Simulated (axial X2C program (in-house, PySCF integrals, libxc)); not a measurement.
## Outer orbitals of MnB at 2.128 Å, HF

Computed with an axial X2C code built on PySCF integrals. Spin-free means the one-electron spin-free X2C Hamiltonian; two-component (2c) means X2C with spin–orbit coupling and atomic mean-field two-electron Coulomb and Gaunt terms, so the difference of the two also holds small scalar two-electron terms. Basis: Mn dyall-cv3z [9s10p6d3f2g], B dyall-v3z [7s6p2d1f] (cores contracted in-house); Gaussian nuclei, density fitting, unrestricted open shells. Masses: Mn 54.938 u, B 11.009 u.

The distance is close to the 2c PBE0 minimum; the highest filled and lowest empty levels are listed.

Spin-free orbitals, state M_S = 2, Λ = 1 (beyond evenly filled blocks: σα, π+α, π+β, π-α, δ+α, δ-α) (Löwdin shares):

```csv
symmetry,occupied,ε (eV),atomic character
σα,yes,-17.54,"95% Mn d, 3% B s"
δ+α,yes,-17.51,100% Mn d
δ-α,yes,-17.51,100% Mn d
π+α,yes,-17.32,99% Mn d
π-α,yes,-17.32,99% Mn d
σβ,yes,-15.79,"69% B s, 13% Mn p, 11% Mn s"
σα,yes,-11.81,"49% B s, 31% Mn s, 7% Mn p"
σβ,yes,-8.84,"83% B p, 8% Mn s, 4% B s"
π+β,yes,-7.62,"82% B p, 9% Mn d, 8% Mn p"
σα,yes,-7.38,"45% Mn p, 40% Mn s, 8% B s"
π+α,no,0.25,"85% Mn p, 14% B p"
π-α,no,0.25,"85% Mn p, 14% B p"
π-β,no,0.39,"52% Mn p, 44% B p, 4% Mn d"
σβ,no,0.43,"74% Mn s, 18% Mn p, 4% Mn d"
```

Spinors with spin–orbit coupling (state Ω = 3):

```
   ω  occupied  ε (eV)             atomic character  λ mixture
-3/2       yes  -17.58                    100% Mn d     100% δ
 1/2       yes  -17.55             95% Mn d, 3% B s     100% σ
 5/2       yes  -17.47                    100% Mn d     100% δ
-1/2       yes  -17.36                     99% Mn d     100% π
 3/2       yes  -17.30                     99% Mn d     100% π
-1/2       yes  -15.79  69% B s, 13% Mn p, 11% Mn s     100% σ
 1/2       yes  -11.81   49% B s, 31% Mn s, 7% Mn p     100% σ
-1/2       yes   -8.84     82% B p, 8% Mn s, 4% B s     100% σ
 1/2       yes   -7.62    82% B p, 9% Mn d, 9% Mn p     100% π
 1/2       yes   -7.38   45% Mn p, 40% Mn s, 8% B s     100% σ
-1/2        no    0.24            85% Mn p, 14% B p     100% π
 3/2        no    0.26            85% Mn p, 14% B p     100% π
-3/2        no    0.40   52% Mn p, 44% B p, 4% Mn d     100% π
-1/2        no    0.43  74% Mn s, 18% Mn p, 4% Mn d     100% σ
```

Mulliken charges and populations of the two-component result (they depend on the basis, above all on diffuse functions):

Mn 0.55 e (s 6.90 p 12.46 d 5.08), B -0.55 e (s 3.75 p 1.79 d 0.01). ⟨Lz⟩ = 1.00 ħ and ⟨Sz⟩ = 2.00 ħ (2.90 and -0.90 on the two atoms), which add up to Ω.

The state is one determinant with fixed occupations, lowest in a PBE0 search at one distance only: followed along the bond, the spin-free determinant M_S = 2, Λ = 0 reaches 0.07 eV lower at PBE0, so the state shown is not the lowest. With several unpaired electrons one determinant need not be a pure state. A state of lower Ω lies just above, and one determinant can place such states too high, so the state shown need not be the lowest. The search has Ω = 1 only 0.01 eV up. Open-shell Ω = 0 determinants with evenly filled partner blocks cannot be reached by this program, so the Ω shown need not be the lowest component. The determinant is spin-polarised beyond a pure state at some levels (its spin-free form has ⟨S²⟩ too high), which makes Re and μ there less reliable.
